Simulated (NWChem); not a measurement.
System: CH₆O₂Si₂; SMILES O=CO[SiH2][SiH3]

Input file for NWChem:

```
start job
memory heap 200 mb stack 900 mb global 1100 mb
geometry units angstroms noautosym nocenter noautoz
  O     -1.573629     1.072334     0.000000
  C     -0.647863     1.836959     0.000000
  O      0.632963     1.499008     0.000000
  Si     1.212645    -0.131930     0.000000
  Si    -0.521906    -1.709796     0.000000
  H     -0.764618     2.941025     0.000000
  H      2.076333    -0.228692     1.212355
  H      2.076333    -0.228692    -1.212355
  H     -1.348380    -1.604377    -1.235349
  H     -1.348380    -1.604377     1.235349
  H      0.151657    -3.051726     0.000000
end
basis spherical
  * library sto-3g
end
dft
  xc b3lyp
  iterations 150
end
property
  response 1 0.0773
end
task dft property
```

Excerpt of the output:

```
             Northwest Computational Chemistry Package (NWChem) 7.3.0
             --------------------------------------------------------

                             Geometry "geometry" -> ""
                             -------------------------

 Output coordinates in angstroms (scale by  1.889725989 to convert to a.u.)

  No.       Tag          Charge          X              Y              Z
 ---- ---------------- ---------- -------------- -------------- --------------
    1 O                    8.0000    -1.57362900     1.07233400     0.00000000
    2 C                    6.0000    -0.64786300     1.83695900     0.00000000
    3 O                    8.0000     0.63296300     1.49900800     0.00000000
    4 Si                  14.0000     1.21264500    -0.13193000     0.00000000
    5 Si                  14.0000    -0.52190600    -1.70979600     0.00000000
    6 H                    1.0000    -0.76461800     2.94102500     0.00000000
    7 H                    1.0000     2.07633300    -0.22869200     1.21235500
    8 H                    1.0000     2.07633300    -0.22869200    -1.21235500
    9 H                    1.0000    -1.34838000    -1.60437700    -1.23534900
   10 H                    1.0000    -1.34838000    -1.60437700     1.23534900
   11 H                    1.0000     0.15165700    -3.05172600     0.00000000

 Effective nuclear repulsion energy (a.u.)     285.3641916903

                              NWChem Property Module
                              ----------------------

                                 NWChem DFT Module
                                 -----------------

 Summary of "ao basis" -> "ao basis" (spherical)
 ------------------------------------------------------------------------------
       Tag                 Description            Shells   Functions and Types
 ---------------- ------------------------------  ------  ---------------------
 O                           sto-3g                  3        5   2s1p
 C                           sto-3g                  3        5   2s1p
 Si                          sto-3g                  5        9   3s2p
 H                           sto-3g                  1        1   1s

            General Information
            -------------------
          SCF calculation type: DFT
          Wavefunction type:  closed shell.
          No. of atoms     :    11
          No. of electrons :    56
           Alpha electrons :    28
            Beta electrons :    28
          Charge           :     0
          Spin multiplicity:     1
          Use of symmetry is: off; symmetry adaption is: off
          Maximum number of iterations: 150
          AO basis - number of functions:    39
                     number of shells:    25
          Convergence on energy requested:  1.00D-06
          Convergence on density requested:  1.00D-05
          Convergence on gradient requested:  5.00D-04

              XC Information
              --------------
                         B3LYP Method XC Potential
                     Hartree-Fock (Exact) Exchange  0.200
                        Slater Exchange Functional  0.800 local
                    Becke 1988 Exchange Functional  0.720 non-local
              Lee-Yang-Parr Correlation Functional  0.810
                  VWN I RPA Correlation Functional  0.190 local

             Grid Information
             ----------------
          Grid used for XC integration:  medium
          Radial quadrature: Mura-Knowles
          Angular quadrature: Lebedev.
          Tag              B.-S. Rad. Rad. Pts. Rad. Cut. Ang. Pts.
          ---              ---------- --------- --------- ---------
          O                   0.60       49          11.0       434
          C                   0.70       49          12.0       434
          Si                  1.10       88          11.0       590
          H                   0.35       45          11.0       434
          Grid pruning is: on
          Number of quadrature shells:   593
          Spatial weights used:  Erf1

      Superposition of Atomic Density Guess
      -------------------------------------

 Sum of atomic energies:        -758.43523634

      Non-variational initial energy
      ------------------------------

 Total energy =    -758.559808
 1-e energy   =   -1629.779730
 2-e energy   =     585.855730
 HOMO         =      -0.121128
 LUMO         =       0.257764

   convergence    iter        energy       DeltaE   RMS-Dens  Diis-err
 ---------------- ----- ----------------- --------- --------- ---------
 d= 0,ls=0.0,diis     1   -761.6594178914 -1.05D+03  6.54D-02  1.30D+00
 d= 0,ls=0.0,diis     2   -761.2924046990  3.67D-01  4.77D-02  4.41D+00
 d= 0,ls=0.0,diis     3   -761.8208886289 -5.28D-01  1.71D-02  4.12D-01
 d= 0,ls=0.0,diis     4   -761.8751408609 -5.43D-02  3.82D-03  2.58D-02
 d= 0,ls=0.0,diis     5   -761.8788801584 -3.74D-03  5.86D-04  3.86D-04
  Resetting Diis
 d= 0,ls=0.0,diis     6   -761.8789502998 -7.01D-05  9.22D-05  1.05D-05
 d= 0,ls=0.0,diis     7   -761.8789519439 -1.64D-06  1.94D-05  1.17D-07
 d= 0,ls=0.0,diis     8   -761.8789519596 -1.57D-08  7.71D-06  5.88D-08

[...]

 DFT Linear Response polarizability / au
 Frequency  =       0.0773000 / au
 Wavelength =     589.4353558 / nm
              X              Y              Z
 -----------------------------------------------
 X      40.5735315     -0.5832905      0.0000000
 Y      -0.5832808     41.3846435      0.0000000
 Z       0.0000000      0.0000000     23.9856667
 -----------------------------------------------
 Eigenvalues =      40.2686626     41.6895124     23.9856667
 Isotropic   =      35.3146139
 Anisotropic =      17.0379124
 -----------------------------------------------

 Magnetic Dipole Response Matrix (nonzero elements):

 Exiting AOResponse driver routine
```

Level: B3LYP/STO-3G. STO-3G and 3-21G are far too small for this property and stand as cheap habits. Coordinates come from a PBE0/def2-SVP optimisation.
